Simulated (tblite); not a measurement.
Compound: C6H11I.
Z-matrix (Å and degrees, GFN2-xTB geometry), rows numbered from 1:
```
I 
C   1  2.1853
C   2  1.5165  1  109.99
C   3  1.5288  2  109.47  1   179.19
C   4  1.5256  3  110.46  2    57.67
C   5  1.5255  4  110.20  3   -57.81
C   2  1.5164  1  109.95  3  -123.10
H   2  1.0910  1  104.50  3   118.45
H   3  1.0928  2  109.65  1   -60.83
H   3  1.0923  2  110.42  1    58.05
H   4  1.0929  3  109.44  2   -62.93
H   4  1.0915  3  109.39  2   179.15
H   5  1.0916  4  109.98  3  -179.24
H   5  1.0926  4  109.40  3    62.55
H   6  1.0929  5  109.45  4   -62.75
H   6  1.0914  5  110.18  4   178.87
H   7  1.0922  2  110.46  1   -58.03
H   7  1.0928  2  109.66  1    60.85
```

Level: GFN2-xTB in tblite, geometry and Hessian alike; calculated harmonic values, unscaled, isolated species. This tight-binding method is rough: wavenumbers can miss measured ones by several per cent, in bad cases by 10 to 20. One conformer, not necessarily the lowest.

Harmonic wavenumbers (cm⁻¹): 118.9, 195.4, 227.6, 230.9, 317.1, 417.0, 429.7, 501.1, 684.3, 822.5, 860.0, 894.4, 931.1, 936.0, 967.3, 991.0, 1069.0, 1087.4, 1108.2, 1130.2, 1136.8, 1199.2, 1204.2, 1242.7, 1245.3, 1256.5, 1296.3, 1335.4, 1343.3, 1343.7, 1352.4, 1356.9, 1480.8, 1486.8, 1488.9, 1491.9, 1503.6, 2957.6, 2961.9, 2962.5, 2970.8, 2971.2, 2978.9, 2980.6, 2983.9, 2985.4, 2990.1, 2993.1.

A = 4335, B = 676.8, C = 608.2 MHz; mass 209.991 u (most abundant isotopes); point group Cs, symmetry number 1.

Question: What is the zero-point energy?

Answer: ½Σν̃ = 34710 cm⁻¹ = 415.22 kJ/mol.

Question: What is S at 200 K and 1 bar for an ideal gas of classical rigid rotors and harmonic oscillators?

Answer: Translation 167.24, rotation 118.78, vibration 34.79: S = 320.8 J/(mol K).

Question: And Cp and H(200 K) − H(0)?

Answer: Cp = 85.09 J/(mol K), of which vibrations give 51.83 (their classical limit is 48 R = 399.1); H(200 K) − H(0) = 11.09 kJ/mol without the zero-point energy, 4.44 from vibrations.

Question: Blend soft modes into free rotors: weight 1/[1 + (100 cm⁻¹/ν̃)⁴] for the oscillator and the rest for a rotor with moment μB/(μ + B), μ = h/(8π²ν), B = 10⁻⁴⁴ kg m². What vibrational entropy results?

Answer: 34.95 J/(mol K) in place of 34.79, which changes −T·S at 200 K by -0.03 kJ/mol.

Question: What must be added to the electronic energy to get the Gibbs energy at 200 K and 1 bar?

Answer: ZPE + [H(200 K) − H(0)] − T·S = 415.22 + 11.09 − 64.16 = 362.15 kJ/mol.

Question: How do the functions run with temperature in this model?

Answer: 
| T (K) | S (J/(mol K)) | Cp (J/(mol K)) | H − H(0) (kJ/mol) | G − H(0) (kJ/mol) | ln q(vib) |
| --- | --- | --- | --- | --- | --- |
| 100 | 273.3 | 55.1 | 4.07 | -23.26 | 0.35 |
| 300 | 361.8 | 121.2 | 21.33 | -87.22 | 2.95 |
| 500 | 442.3 | 198.4 | 53.51 | -167.66 | 6.26 |
| 800 | 554.4 | 277.7 | 125.98 | -317.55 | 11.80 |
| 1000 | 620.3 | 312.2 | 185.17 | -435.14 | 15.50 |

q(vib) and H(0) count from the zero-point level.

Question: Which modes carry the vibrational entropy at 200 K?

Answer: 118.9 cm⁻¹: 9.86; 195.4 cm⁻¹: 6.14; 227.6 cm⁻¹: 5.09; 230.9 cm⁻¹: 4.99; 317.1 cm⁻¹: 3.05; 417.0 cm⁻¹: 1.73 J/(mol K); the other 42 give 3.93 together.

Hindered rotation and anharmonicity are outside this model. Other conformers, if any are populated, would add a mixing term that is left out.
